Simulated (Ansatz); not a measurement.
`[F][Y]([Cl])[Cl]` + NH₃ → `[NH2][Y]([F])[Cl]` + HCl at 400 K and 1 bar (ligand exchange at a Y–Cl bond).

Gas-phase electronic energies from Ansatz, PBE0-D4/def2-TZVP geometries. CCSD(T)/CBS adds triple-zeta CCSD(T) − MP2 to the extrapolated MP2 energy (def2 sets, frozen cores). This one scheme is used for every species. Elements past krypton have def2 core potentials. For Y outer-core shells are correlated without core-valence functions, which leaves a few kJ/mol of doubt a bond. Each species was taken in one conformer, which may not be the lowest.

| species | CCSD(T)/CBS energy (Eh) | H − E (kJ/mol) | S (J/(mol·K)) |
| --- | --- | --- | --- |
| `[F][Y]([Cl])[Cl]` | -1057.86408 | 35.5 | 372.2 |
| NH₃ | -56.50880 | 104.2 | 203.1 |
| `[NH2][Y]([F])[Cl]` | -653.94368 | 100.3 | 382.5 |
| HCl | -460.38127 | 29.6 | 195.4 |

H − E and S are ideal-gas, rigid-rotor, harmonic terms from PBE0-D4/def2-TZVP, for one conformer and one mirror image of each species. 1 Eh = 2625.50 kJ/mol, R = 8.31446 J/(mol·K).

Q: By hand: ΔE, ΔH, ΔS and ΔG.

A: ΔE = (-653.94368) + (-460.38127) − (-1057.86408) − (-56.50880) = 0.04793 Eh = 125.8 kJ/mol. Δ(H − E) = 100.3 + 29.6 − 35.5 − 104.2 = -9.8, so ΔH = 116.0 kJ/mol. ΔS = 382.5 + 195.4 − 372.2 − 203.1 = 2.6 J/(mol·K). ΔG = 116.0 − 400 × (2.6)/1000 = 115.0 kJ/mol.

Q: By hand: the equilibrium constant, and the temperature at which ΔG would vanish if ΔH and ΔS stayed fixed.

A: log₁₀ K = −ΔG/(RT ln 10) = -15.0. ΔG = 0 at ΔH/ΔS = 44615 K, far beyond where these terms or the molecules hold.

The number of gas molecules stays the same, so ΔS is small and ΔH decides. A doubt of 5 kJ/mol in ΔE shifts log₁₀ K by 0.7 here. Other conformers and mirror images would add mixing entropy, several J/(mol·K) or more a flexible species. Modes under 60 cm⁻¹, often nearly free rotors, make the harmonic entropy too high. These are equilibria of isolated gas molecules and say nothing of rates. Largest T1 diagnostic: 0.013 (customary marks: 0.02 for closed shells, 0.045 for open ones).
